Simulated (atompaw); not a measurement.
**What one change does to a pseudopotential (Ag, PAW (atompaw))**

silver, PAW, made with atompaw 4.2.0.5 (PBEsol, scalar-relativistic). Core [Kr], reference 4d10 5s1 5p0. Waves: 5s (bound): rc 3.00 bohr; 5s channel at 0.1 Ry: rc 3.00 bohr; 5p (bound, empty): rc 3.00 bohr; 5p channel at 1.75 Ry: rc 3.00 bohr; 4d (bound): rc 3.00 bohr; 4d channel at 1.6 Ry: rc 3.00 bohr. Local part: troulliermartins scheme with l = 3 at 0 Ry, radius 2.80 bohr. Core correction: smooth core density matched at 2.35 bohr. Augmentation charge: besselshape compensation charge, radius 2.60 bohr; PAW radius 3.00 bohr; waves and projectors: custom polynom2 7 10 vanderbiltortho.

Change: augmentation besselshape compensation charge, radius 2.60 bohr; PAW radius 3.00 bohr; waves and projectors: custom rrkj gramschmidtortho.

Cutoffs: the cutoffs (Ry, on a coarse ladder) from which the occupation-weighted sum of valence levels, in a spherical-Bessel basis at the reference potential, stays within 10 and 1 mRy of its value at 400 Ry; they do not see the model core or the augmentation charge, which bear on the density cutoff.

**Question.** What does the change do?

**Answer.** The potential gets softer (21 Ry and 45 Ry → 12 Ry and 18 Ry); the range in which the d phases agree widens (upper end 3.8 → at the end of the scan); neither file shows a bound ghost.

| quantity | base | changed |
| --- | --- | --- |
| cutoff, loose | 21 Ry | 12 Ry |
| cutoff, tight | 45 Ry | 18 Ry |
| bound ghosts | none | none |
| s: phases at 3.00 bohr within 0.05 rad from the reference energy up to (Ry; the scan ends near 5) | 1.3 | 1.6 |
| p: phases at 3.00 bohr within 0.05 rad from the reference energy up to (Ry; the scan ends near 5) | 3.4 | 3.6 |
| d: phases at 3.00 bohr within 0.05 rad from the reference energy up to (Ry; the scan ends near 5) | 3.8 | to the end of the scan |
| lowest overlap eigenvalue by channel | s 0.88, p 0.89, d 1.00 | s 0.31, p 0.53, d 0.83 |

 The cutoffs see the waves, projectors and local potential, not the compensation charge or the core.
